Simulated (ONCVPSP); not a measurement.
**Configuration tests for Cs (Z = 55) (ONCV)**

Cs, optimised norm-conserving Vanderbilt (ONCV), made with ONCVPSP 4.0.1 (Wu-Cohen, scalar-relativistic). Core [Xe], reference 6s0.75 6p0.25. Waves: 6s: rc 4.00 bohr, ncon 5, nbas 8, qcut 1.4 1/bohr, 2 projectors, debl 3.5 Ha; 6p: rc 4.00 bohr, ncon 3, nbas 7, qcut 2 1/bohr, 2 projectors, debl 2.5 Ha; d scattering state at 0.2 Ha: rc 3.75 bohr, ncon 4, nbas 7, qcut 2.7 1/bohr, 2 projectors, debl 0.7 Ha. Local part: polynomial inside 3.60 bohr (lpopt 5, dvloc0 6 Ha). Core correction: Teter function, fcfact 2.75, rcfact 1.6.

In the d channel the program set the typed energies aside and used 0.050, 0.750 Ha.

Energies are relative to the spin-unpolarised reference configuration 6s0.75 6p0.25; without spin polarisation the order of configurations can differ from experiment.

| valence configuration | charge | ΔE all-electron (eV) | error AE − PS (meV) |
| --- | --- | --- | --- |
| 6s1 6p0 | 0 | -0.330 | -3.2 |
| 6s0.5 6p0 | +0.5 | 1.087 | -28 |
| 6s0 6p1 | 0 | 0.976 | -6.7 |

Levels in the configuration 6s0 6p1:

```json
{"level": "6p", "all-electron (eV)": "-1.268", "pseudo (eV)": "-1.282"}
```
